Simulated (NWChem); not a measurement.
Species: PbI$_{2}$, singlet; SMILES [I][Pb][I]

Program: NWChem. Low-valent species are run as closed-shell singlets; no triplet was tried in these runs. All runs use the structure optimised with PBE0/def2-SVP. def2 effective core potentials on I, Pb; no spin-orbit coupling.

Task: What does the run give for PW91/def2-SVP? Quantities: highest occupied level (eV); orbital gap (eV); dipole (D).

Result: The highest occupied level (eV) comes out as -6.14. The orbital gap (eV) is 2.23. The dipole (D) is 3.44.
